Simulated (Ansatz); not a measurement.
Compare A (`[SiH3]S/C=C/S`) with its isomer B (`CS[Si]SC`).

Isolated molecules relaxed with PBE0-D4/def2-TZVP in Ansatz; ΔE leaves out vibrations. CCSD(T)/CBS is the MP2 limit (def2-TZVPP, def2-QZVPP) plus CCSD(T) − MP2 in def2-TZVPP, frozen cores. DFT in def2-TZVPP. B3LYP here is the variant with VWN-RPA as its local correlation; programs differ in this. One conformer a species, not always the lowest.

**Question.** Which isomer does CCSD(T)/CBS put lower? Give the gap. (An estimate is asked.)

**Answer.** Ansatz gave: B, by 81.9 kJ/mol.

**Question.** Give E(B) − E(A) in kJ/mol with HF/def2-TZVPP, ωB97M-V, B3LYP, PBE0-D4, PBE-D4, B3LYP-D4, r2SCAN-D4. (An estimate is asked.)

**Answer.** Ansatz gave: HF/def2-TZVPP -51.3, ωB97M-V -88.2, B3LYP -76.6, PBE0-D4 -89.3, PBE-D4 -95.1, B3LYP-D4 -84.7, r2SCAN-D4 -80.6. None reverses the order clearly.

Largest T1 diagnostic: 0.015.

In def2-TZVPP, CCSD(T) changes the Hartree–Fock value by −26.4 kJ/mol (the triples alone add −3.6 kJ/mol) and MP2 by −24.2 kJ/mol. From PBE to PBE0 (25 % exact exchange), in def2-TZVPP and without D4, E(B) − E(A) moves by +5.2 kJ/mol.
